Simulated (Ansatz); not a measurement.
Start from `[OH][InH][F]` and change one atom or group to get `[OH][In]([F])[F]`.

Ansatz, PBE0-D4/def2-TZVP geometries, multiplicity 1. Each molecule was computed in one conformer, which needn't be the lowest.

Elements past krypton have def2 core potentials.

```
                               property  `[OH][InH][F]`
   HOMO–LUMO gap (PBE0/def2-TZVPP) / eV            7.49
HOMO–LUMO gap (ωB97M-V/def2-TZVPP) / eV           11.38
    LUMO energy (B3LYP/def2-TZVPP) / eV           -1.79
  LUMO energy (ωB97M-V/def2-TZVPP) / eV            0.05
      LUMO energy (PBE/def2-TZVPP) / eV           -2.33
    HOMO–LUMO gap (PBE/def2-TZVPP) / eV            4.92
```

Give the same properties after the change, and the shifts. (Best estimate.)

Computed: 
```json
{"property": "HOMO–LUMO gap (PBE0/def2-TZVPP) / eV", "`[OH][In]([F])[F]`": "6.82", "shift": "-0.67"}
{"property": "HOMO–LUMO gap (ωB97M-V/def2-TZVPP) / eV", "`[OH][In]([F])[F]`": "11.29", "shift": "-0.09"}
{"property": "LUMO energy (B3LYP/def2-TZVPP) / eV", "`[OH][In]([F])[F]`": "-3.24", "shift": "-1.45"}
{"property": "LUMO energy (ωB97M-V/def2-TZVPP) / eV", "`[OH][In]([F])[F]`": "-0.85", "shift": "-0.90"}
{"property": "LUMO energy (PBE/def2-TZVPP) / eV", "`[OH][In]([F])[F]`": "-3.78", "shift": "-1.45"}
{"property": "HOMO–LUMO gap (PBE/def2-TZVPP) / eV", "`[OH][In]([F])[F]`": "4.16", "shift": "-0.76"}
```

With PBE0 the HOMO falls by 0.76 eV and the LUMO falls by 1.43 eV, so the gap narrows by about 0.67 eV. PBE moves the HOMO by -0.68 eV and ωB97M-V by -0.82 eV.

B3LYP here is the variant with VWN-RPA as its local correlation; programs differ in this.
